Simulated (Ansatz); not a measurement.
```xyz
7

O     0.2203   -1.3002   -0.7471
Zr   -0.3449   -0.0163    0.5304
F    -2.2405    0.0757    0.6321
F     0.2934   -0.4386    2.2697
S     0.5502    2.1614   -0.1704
H     0.3939   -2.0812   -1.2659
H     1.1277    1.5991   -1.2488
```

Charge 0, multiplicity 1. Zr: def2 effective core potential.

Problem. List the PBE0/def2-TZVPP orbital energies in eV (Ansatz 0.2.0). (An estimate is asked.)

Solution. The calculation gave: Occupied: -2422.18, -673.57, -673.57, -523.44, -217.55, -161.38, -161.27, -161.23, -59.98, -37.11, -36.94, -36.28, -31.54, -31.10, -27.73, -19.90, -15.02, -12.78, -12.69, -12.23, -12.22, -11.95, -11.64, -11.53, -10.40, -10.37, -8.72, -7.76. Lowest empty: -1.32, -1.00, -0.62, -0.45, -0.16, 0.43, 0.56, 0.80.
